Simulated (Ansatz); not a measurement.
Ansatz (a first-principles code) input (B3LYP-D3(BJ)/def2-TZVP):

Ansatz 0.2 input:
```yaml
crystal:
  periodic: [false, false, false]
  atoms:
    - {symbol: Ge, position_ang: [0.70896898, 0.36450870, -0.29093139]}
    - {symbol: O, position_ang: [-0.53501388, 1.19782986, -0.88822186]}
    - {symbol: Cl, position_ang: [-0.16222035, -1.60946300, 1.14337231]}
basis:
  gaussian:
    orbitals: def2-TZVP
hamiltonian:
  xc: b3lyp
  dispersion: d3bj
total_charge: -1
relax: {f_tol: 0.002, max_steps: 150}
```

Output:

```
Functional definition: B3LYP
integrals: 0.04 GiB planned
803 factors; their error is unknown
mean field: 0.38 GiB planned
mean field evaluation 1: about -71091.4842 eV, gradient 3.6e1 eV
mean field evaluation 2: about -71062.8719 eV, gradient 1.2e2 eV
mean field evaluation 4: about -71093.5636 eV, gradient 4.7e0 eV
mean field evaluation 8: about -71093.8426 eV, gradient 1.6e-1 eV
mean field evaluation 16: about -71093.8427 eV, gradient 2.6e-5 eV
mean field -71093.84267397 eV, -2612.6505291310 hartree, gradient 2.6e-5 eV, S^2 0.000000; 0 other end points of the search recorded, 0 dependent functions left out
the calculation of the forces begins
reference -71093.84285950 eV, -2612.6505359491 hartree; 29, 29 occupied and 87, 87 virtual orbitals, 803 factors
relax step   1: F+E_penalty+E_count = -71093.95848485 eV  Δ(F+E_penalty+E_count) = +0.000e0 eV  max|allowed force component| = 2.044e0 eV/Å  Δτ_max = 0.0000 Å  (29 SCF iters, accepted)
these checks for a lower state are left out or cut short: starts, cluster_reference, orbital_swaps, neighbouring_geometries, increment
integrals: 0.04 GiB planned
803 factors; their error is unknown
mean field: 0.38 GiB planned
mean field -71093.89829741 eV, -2612.6525732548 hartree, gradient 1.4e-5 eV, S^2 0.000000; 0 other end points of the search recorded, 0 dependent functions left out
the calculation of the forces begins
reference -71093.89848286 eV, -2612.6525800698 hartree; 29, 29 occupied and 87, 87 virtual orbitals, 803 factors
relax step   2: F+E_penalty+E_count = -71094.01565551 eV  Δ(F+E_penalty+E_count) = -5.717e-2 eV  max|allowed force component| = 6.609e-1 eV/Å  Δτ_max = 0.0636 Å  (32 SCF iters, accepted)
these checks for a lower state are left out or cut short: starts, cluster_reference, orbital_swaps, neighbouring_geometries, increment
integrals: 0.04 GiB planned
803 factors; their error is unknown
mean field: 0.38 GiB planned
mean field evaluation 32: about -71093.9221 eV, gradient 1.9e-5 eV
mean field -71093.92205492 eV, -2612.6534463272 hartree, gradient 1.9e-5 eV, S^2 0.000000; 0 other end points of the search recorded, 0 dependent functions left out
the calculation of the forces begins
reference -71093.92223965 eV, -2612.6534531159 hartree; 29, 29 occupied and 87, 87 virtual orbitals, 803 factors
relax step   3: F+E_penalty+E_count = -71094.03842163 eV  Δ(F+E_penalty+E_count) = -2.277e-2 eV  max|allowed force component| = 5.533e-2 eV/Å  Δτ_max = 0.0639 Å  (32 SCF iters, accepted)
these checks for a lower state are left out or cut short: starts, cluster_reference, orbital_swaps, neighbouring_geometries, increment
integrals: 0.04 GiB planned
803 factors; their error is unknown
mean field: 0.38 GiB planned
mean field -71093.92336075 eV, -2612.6534943155 hartree, gradient 1.2e-5 eV, S^2 0.000000; 0 other end points of the search recorded, 0 dependent functions left out
the calculation of the forces begins
reference -71093.92354572 eV, -2612.6535011129 hartree; 29, 29 occupied and 87, 87 virtual orbitals, 803 factors
relax step   4: F+E_penalty+E_count = -71094.04032095 eV  Δ(F+E_penalty+E_count) = -1.899e-3 eV  max|allowed force component| = 9.252e-2 eV/Å  Δτ_max = 0.0246 Å  (31 SCF iters, accepted)
these checks for a lower state are left out or cut short: starts, cluster_reference, orbital_swaps, neighbouring_geometries, increment
integrals: 0.04 GiB planned
803 factors; their error is unknown
mean field: 0.38 GiB planned
mean field -71093.92351271 eV, -2612.6534998998 hartree, gradient 2.2e-5 eV, S^2 0.000000; 0 other end points of the search recorded, 0 dependent functions left out
the calculation of the forces begins
reference -71093.92369747 eV, -2612.6535066898 hartree; 29, 29 occupied and 87, 87 virtual orbitals, 803 factors
relax step   5: F+E_penalty+E_count = -71094.04076087 eV  Δ(F+E_penalty+E_count) = -4.399e-4 eV  max|allowed force component| = 1.453e-2 eV/Å  Δτ_max = 0.0107 Å  (33 SCF iters, accepted)
these checks for a lower state are left out or cut short: starts, cluster_reference, orbital_swaps, neighbouring_geometries, increment
integrals: 0.04 GiB planned
803 factors; their error is unknown
mean field: 0.38 GiB planned
mean field -71093.92356631 eV, -2612.6535018699 hartree, gradient 5.9e-5 eV, S^2 0.000000; 0 other end points of the search recorded, 0 dependent functions left out
the calculation of the forces begins
reference -71093.92375110 eV, -2612.6535086604 hartree; 29, 29 occupied and 87, 87 virtual orbitals, 803 factors
relax step   6: F+E_penalty+E_count = -71094.04077104 eV  Δ(F+E_penalty+E_count) = -1.018e-5 eV  max|allowed force component| = 1.403e-4 eV/Å  Δτ_max = 0.0015 Å  (22 SCF iters, accepted)
integrals: 0.04 GiB planned
803 factors; their error is unknown
mean field: 0.38 GiB planned
mean field evaluation 64: about -71093.6729 eV, gradient 1.5e-1 eV
mean field -71093.92356631 eV, -2612.6535018699 hartree, gradient 5.9e-5 eV, S^2 0.000000; 1 other end points of the search recorded, 0 dependent functions left out
the calculation of the forces begins
reference -71093.92375110 eV, -2612.6535086604 hartree; 29, 29 occupied and 87, 87 virtual orbitals, 803 factors
Total energy: -71094.04095583 eV, -2612.6578158548 hartree
Atom 0 at     0.736710     0.330101    -0.266149 Å, force    -0.000083     0.000036    -0.000026 eV/Å
Atom 1 at    -0.563847     1.182086    -0.876671 Å, force     0.000053     0.000104    -0.000076 eV/Å
Atom 2 at    -0.161128    -1.559311     1.107039 Å, force     0.000030    -0.000140     0.000101 eV/Å
Dipole moment:     0.659877     0.079784    -0.061153 e Å
```
